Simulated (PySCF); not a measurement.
A geometry optimisation on `[H]/N=[CH]\[InH2-][NH3+]`.

Computed with PBE0-D3(BJ)/def2-SVP geometry optimisation, gas phase, def2 core potentials past Kr (PySCF 2.14.0). Start geometry: GFN2-xTB. A driver script takes a list of jobs; this job's settings line and coordinates (Å) are shown.

Input:
```
{"job": {"xc": "PBE0", "basis": "def2-SVP", "d3": "d3bj", "grid": 1, "maxiter": 30, "shake": 0.01, "kind": "geom"}, "charge": 0, "multiplicity": 1}
N      2.636530    -0.741210     0.128480
C      1.828000     0.125600    -0.371750
In    -0.055180     0.978030     0.527750
N     -1.662010    -0.535610    -0.407120
H      2.379170    -1.030400     1.062630
H      2.094340     0.463840    -1.382760
H     -0.469710     0.567700     2.168090
H     -0.791220     2.365060    -0.196550
H     -2.583270    -0.229440     0.011390
H     -1.564120    -1.517800    -0.149490
H     -1.774400    -0.471610    -1.406320
```

**Question.** What does the run print?

**Answer.** 
```
step   0  E = -341.61279819  max force = 0.027710
step   1  E = -341.61575613  max force = 0.009112
step   2  E = -341.61603392  max force = 0.002504
step   3  E = -341.61616072  max force = 0.001877
step   4  E = -341.61623377  max force = 0.000996
step   5  E = -341.61627983  max force = 0.000715
step   6  E = -341.61629612  max force = 0.000589
step   7  E = -341.61630563  max force = 0.000477
step   8  E = -341.61631377  max force = 0.000272
optimisation converged
```

Energies in Eh; «max force» is the largest Cartesian gradient component in Eh/bohr.

**Question.** Give the first gradient maximum in eV/Å.

**Answer.** With 1 Eh/bohr = 51.422 eV/Å, 1.425 eV/Å.

**Question.** How much energy does the optimisation release, in eV?

**Answer.** E(step 0) − E(last step) = 0.003516 Eh, which is 0.096 eV.

In short: final energy -341.61631 Eh after 8 steps; dipole 5.48 D.

**Question.** Where do the atoms end?

**Answer.** 0.181 Å rms from the input after alignment:
```
atom  x, y, z in Å
N1     2.4392   -0.7663    0.1432
C2     1.7059    0.1234   -0.4021
In3   -0.0651    1.0573    0.5259
N4    -1.6018   -0.5403   -0.3963
H5     2.1156   -0.9613    1.1003
H6     2.0074    0.3943   -1.4359
H7    -0.2506    0.5690    2.1939
H8    -0.8178    2.4853   -0.1215
H9    -2.5475   -0.4405   -0.0288
H10   -1.2882   -1.4871   -0.1832
H11   -1.6588   -0.4596   -1.4111
```

**Question.** Estimate the wall time. Hardware: an Arm Neoverse V2 with one thread, shared host with 32 logical CPUs at a one-minute load of 8.9. And the peak memory of the process?

**Answer.** About 31 s, with 0.42 GiB resident at the peak, the Python interpreter and its libraries included.
Labels such as C1 count atoms from 1, the log's own numbers from 0.
